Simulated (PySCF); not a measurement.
C5H6N2Si: full NMR table

- Formula: C5H6N2Si
- SMILES: N#C[SiH2]n1cccc1
- Point group of the computed structure: C1
- Degrees of unsaturation: 5
- Carbon signals: 3
- Proton signals: 3

Bonds (- single, = double, # triple, : aromatic): N1#C2 1.145 Å, C2-Si3 1.873 Å, Si3-N4 1.743 Å, N4:C5 1.374 Å, C5:C6 1.359 Å, C6:C7 1.417 Å, C7:C8 1.359 Å, C8:N4 1.374 Å. Si3 carries H9, H10; C5 carries H11; C6 carries H12; C7 carries H13; C8 carries H14.

Calculated, not measured (PySCF): GFN2-xTB structure, NMR shieldings at PBE0/pcSseg-1/GIAO. No solvent model, averaged over atoms made equivalent by symmetry, fast rotation or ring inversion, relativity neglected, a single conformation.

Referencing at the same level of theory: TMS for ¹H (σref 31.72) and ¹³C (σref 186.93) and ²⁹Si (σref 349.16); ¹⁵N (σref 267.73) vs NH3.

```tsv
carbon	δC, type	δH (multiplicity)	HMBC from (2–3 bonds)	span of the C tensor (ppm)
C2	122.8, C	–	H9/H10	339
C5/C8	128.3, CH	6.77 (m)	H11/H14, H12/H13, H9/H10	157
C6/C7	120.1, CH	6.76 (m)	H11/H14, H12/H13	179
```

Other nuclei:
| atoms | nucleus | environment | δ (ppm) | σ (ppm) |
| --- | --- | --- | --- | --- |
| H9/H10 | ¹H | hydrogen on a silicon bonded to C, N | 5.27 | 26.44 |
| Si3 | ²⁹Si | silicon bonded to C, N, 2 H | -62.8 | 412.0 |
| N1 | ¹⁵N | nitrile nitrogen | 365.0 | -97.3 |
| N4 | ¹⁵N | pyrrole-type ring nitrogen | 164.2 | 103.6 |

- Carbon types of the structure: 1 × C, 4 × CH, leaving 2 H on heteroatoms.
- δC 128.3: aromatic CH next to a ring nitrogen.
- δC 122.8: nitrile carbon; this is the usual window of a C≡N carbon, which has no attached hydrogen.
- δC 120.1: aromatic CH.
- δH 6.77: hydrogen on an aromatic CH next to a ring nitrogen; ring-current deshielding.
- δH 6.76: hydrogen on an aromatic CH; aromatic region.

Shifts are as computed. Against solution values, carbons near 30 ppm lie about +3 ppm off and those near 130 ppm about +5 ppm. Of 1309 compounds with measured shifts, 239 miss one by over three times the rms of a fit or turn the order of signals round; such compounds aren't used in these exercises. Experimental scales use liquid or dissolved standards, which lie at an offset from isolated NH3 (liquid NH3: subtract about 20 ppm). Unscaled 15N shifts of sp2 nitrogen come out 20 to 40 ppm too high even then. No couplings were computed; multiplicities are counted from neighbouring protons, with m where these are inequivalent, close in shift, in a saturated or five-membered ring or joined by F or P, and br s for small geminal =CH2 splittings.
